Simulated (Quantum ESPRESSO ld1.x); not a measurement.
Task: Cd5+, configuration [Kr] 4d7 (the NIST ground configuration). All-electron calculation, scalar-relativistic Kohn-Sham, LDA (Slater exchange, Perdew-Zunger correlation), spin-polarised, spherical densities, point nucleus; open shells are filled with parallel spins first. Program: ld1.x of Quantum ESPRESSO 7.5. Some entries of the table are withheld. Estimate them.

orbital  occ.  eigenvalue (Ry)  <1/r> (bohr^-1)  r(max) (bohr)
1s up       1         -1952.83            50.59        0.01970
1s down     1         -1952.83            50.59        0.01970
2s up       1         -294.806            11.51         0.1114
2s down     1         -294.752            11.51         0.1113
2p up       3         -265.268            11.11        0.08900
2p down     3         -265.225            11.11        0.08900
3s up       1         -59.4354            4.057         0.3242
3s down     1         -59.3981            4.058         0.3242
3p up       3         -49.7490            3.868         0.3172
3p down     3         -49.7087            3.868         0.3173
3d up       5         -34.5549            3.643         0.2653
3d down     5         -34.5018            3.644         0.2654
4s up       1              (1)            1.601         0.7907
4s down     1              (2)            1.603         0.7896
4p up       3         -10.2957            1.458         0.8369
4p down     3         -10.1069            1.459         0.8359
4d up       5         -6.00035            1.188         0.9419
4d down     2         -5.81968            1.183         0.9420

Result: 
(1) 4s up eigenvalue (Ry): -13.2141
(2) 4s down eigenvalue (Ry): -13.0266
